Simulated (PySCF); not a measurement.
**Shieldings and the share of exact exchange**

Molecule: SMILES B(Cl)C1CC1, C3H6BCl.

Atom-mapped SMILES (the numbers label the heavy atoms): `[Cl:1][BH:2][CH:3]1[CH2:4][CH2:5]1` (H(Xn): hydrogen on atom n). Ha(C4), Ha(C5) are cis to B2 on the ring; Hb(C4), Hb(C5) are trans to B2 on the ring.

GIAO shieldings (ppm, equivalent atoms averaged) in PySCF on the PBE0-D3(BJ)/def2-SVP geometry, basis pcSseg-2, gas phase, non-relativistic:

```csv
functional,exact exchange (%),σ(Cl1),σ(B2),σ(C4/C5),σ(C3)
BLYP,0,686.8,15.4,157.2,158.8
BP86,0,693.2,18.9,160.8,162.5
PBE,0,690.3,17.3,161.1,162.6
B3LYP,20,719.1,20.2,163.5,165.7
PBE0,25,731.4,23.6,168.5,170.8
mPW1PW91,25,732.4,23.9,167.8,170.3
HF,100,824.7,43.6,183.3,188.3
```

Task: Fit each shielding as a line in the percentage of exact exchange.

Result: σ(Cl1) = 692.7 + 1.35 x (rms 4.0 ppm); σ(B2) = 16.8 + 0.27 x (rms 1.2 ppm); σ(C4/C5) = 160.3 + 0.24 x (rms 1.7 ppm); σ(C3) = 161.8 + 0.27 x (rms 1.7 ppm). The functionals also differ in their semilocal parts, which the line can't hold; Hartree–Fock has no correlation at all.

Task: What does the line predict for BHandHLYP (50 %), and what does the run give?

Result: σ(Cl1): 760.2 predicted, 762.1 computed; σ(B2): 30.3 predicted, 28.0 computed; σ(C4/C5): 172.3 predicted, 171.7 computed; σ(C3): 175.3 predicted, 174.7 computed ppm.
